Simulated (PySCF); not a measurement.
Isomers C6H11OP:

A. SMILES O=[P@]12CC[C@H](CC1)C2
B. SMILES CC#C[P@H](=O)C(C)C
C. `C=C[P@](C)(=O)C(=C)C`

Spectrum 1. 13C{1H} NMR (computed): δ 31.3 (CH2), 31.1 (CH2), 29.8 (CH), 22.8 (CH2).

Spectrum 2. 13C{1H} NMR (computed): δ 158.1 (C), 143.6 (CH), 140.5 (CH2), 126.2 (CH2), 23.4 (CH3), 21.8 (CH3).

Spectrum 3. 13C{1H} NMR (computed): δ 108.8 (C), 81.3 (C), 35.7 (CH), 17.4 (CH3), 16.0 (CH3), 5.4 (CH3).

Computed data (PySCF 2.14.0 with density-fitted response routines): σ from GIAO-PBE0/pcSseg-1, structure optimised with GFN2-xTB. One averaged value for each set of equivalent atoms, no solvent, single conformer, no relativistic terms.

Chemical shifts δ = σref − σ; 13C (σref 186.93) vs TMS, all at this level. Splittings of carbon signals by F and P are missing where no couplings were computed. Shifts are as computed. Against solution values, carbons near 30 ppm lie about +3 ppm off and those near 130 ppm about +5 ppm. Of 1211 compounds with measured shifts, 218 miss one by over three times the rms of a fit or turn the order of signals round; such compounds aren't used in these exercises.

**Question.** Match each spectrum to its structure.

**Answer.** 1–A, 2–C, 3–B.

- Spectrum 1 (A): 4 13C signals; δC 31.3 is an sp3 CH2 in a ring; δC 29.8 is an sp3 CH in a ring.
- Spectrum 2 (C): 6 13C signals; δC 158.1 is a fully substituted alkene carbon; δC 143.6 is an alkene CH.
- Spectrum 3 (B): 6 13C signals; δC 81.3 is an alkyne carbon; δC 17.4 is a methyl carbon.
